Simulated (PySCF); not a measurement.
SMILES Clc1ccccc1 (GFN2-xTB optimised geometry):

```
12

Cl    -1.525    -2.424     0.000
C     -0.673    -0.917     0.000
C     -1.388     0.269     0.000
C     -0.700     1.471     0.000
C      0.684     1.484     0.000
C      1.387     0.291     0.000
C      0.712    -0.917     0.000
H     -2.466     0.250     0.000
H     -1.252     2.399     0.000
H      1.216     2.424     0.000
H      2.466     0.297     0.000
H      1.251    -1.852     0.000
```

Calculation: PBE/def2-TZVP run with PySCF 2.14.0.

What are the frontier orbital energies and the dipole moment?

HOMO-2 -7.45 eV, HOMO-1 -6.67 eV, HOMO -6.11 eV, LUMO -1.44 eV, LUMO+1 -1.39 eV; dipole moment 1.57 D.

Meta-Löwdin charges at PBE/def2-TZVP: Cl1 -0.05, C2 0.01, C3 -0.13, C4 -0.11, C5 -0.13, C6 -0.11, C7 -0.13, H8 0.13, H9 0.13, H10 0.13, H11 0.13, H12 0.13.
